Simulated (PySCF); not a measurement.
As: excitation energy

As [Ar] 3d10 4s2 4p3 (4S) → As [Ar] 3d10 4s2 4p2 5s1 (4P), as a difference of total energies. Calculation: PySCF 2.14, in aug-cc-pwCVTZ-PP with ECP10MDF (8s7p6d4f1g, 96 functions); a scalar-relativistic core potential. Correlated levels: valence: 3s2 3p6 3d10 frozen. The calculations carry no spin-orbit coupling.

```csv
method,excitation energy (eV),error (eV)
UHF,6.291,-0.169
MP2 (valence),6.528,+0.068
SCS-MP2 (valence),6.462,+0.002
CCSD (valence),6.472,+0.012
CCSD(T) (valence),6.483,+0.023
```

Reference: 6.460 eV (measured; NIST levels, between the centres of gravity of the two terms).

Errors of the correlated levels include the incompleteness of this basis and the frozen core.
